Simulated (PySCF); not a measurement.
# Te²⁴⁺: ionisation energy

Te²⁴⁺ [Ar] 3d10 → Te²⁵⁺ [Ar] 3d9 [3d3/2^4 3d5/2^5, M_J = 5/2], as a difference of total energies. Computed with PySCF 2.14 in an even-tempered Gaussian basis (17 s from 3.2 bohr⁻², ratio 2.8; 13 p from 4.2 bohr⁻², ratio 2.8; 8 d from 4.2 bohr⁻², ratio 2.8; 3 f from 19 bohr⁻², ratio 3), with the two-component X2C-1e Hamiltonian. Correlated levels: [Ne] frozen; the 82 highest virtual spinors dropped. "Screened" scales the spin-orbit matrix elements by Boettger's factors to mimic the two-electron term; Breit and QED terms are absent.

```tsv
method	ionisation energy (eV)
GHF (spin-free)	1310.1
GMP2 (spin-free)	1311.5
GHF (screened spin-orbit)	1305.5
GMP2 (screened spin-orbit)	1306.9
```

Breit and QED terms and the two-electron picture change are absent.

The spin-free rows lack the spin-orbit shift.

For comparison: 1304 ± 4 eV (theoretical estimate listed by NIST; NIST Atomic Spectra Database, ionization energies).
